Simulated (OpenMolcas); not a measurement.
A run on Mn2+ with its 6 nearest fluoride ions at 2.231 Å, on the Ca site of CsCaF3 (a = 4.526 Å, distance in the model lattice 2.263 Å). The rest of the host is ab initio model potentials to 7.6 Å, with orthogonalisation functions on the cations behind the ligands, and point charges beyond; the distance is set by hand and nothing relaxes. Ligand basis ANO-RCC-VDZP.

| Item | Value |
| --- | --- |
| Program | OpenMolcas |
| Method | CASSCF |
| Basis | ANO-RCC-VDZP [5s4p2d1f] |
| Scalar Hamiltonian | DKH2, point nucleus |
| Active space | 5 electrons in 5 orbitals (3d) |
| State averaging | 2S+1 = 6 even, 1 root; 2S+1 = 4 even, 24 roots; 2S+1 = 2 even, 75 roots |
| Spin-orbit coupling | RASSI with atomic mean-field integrals over the reference wave functions |

142 basis functions. Blocks (2S+1, parity, CSFs, roots kept): 6, even, 1, 1; 4, even, 24, 24; 2, even, 75, 75.

Task: How long do the RASSCF and RASSI steps take on 1 thread of Arm Neoverse V1 (shared host)?

Result: About 44 s of wall time, without the integral step.
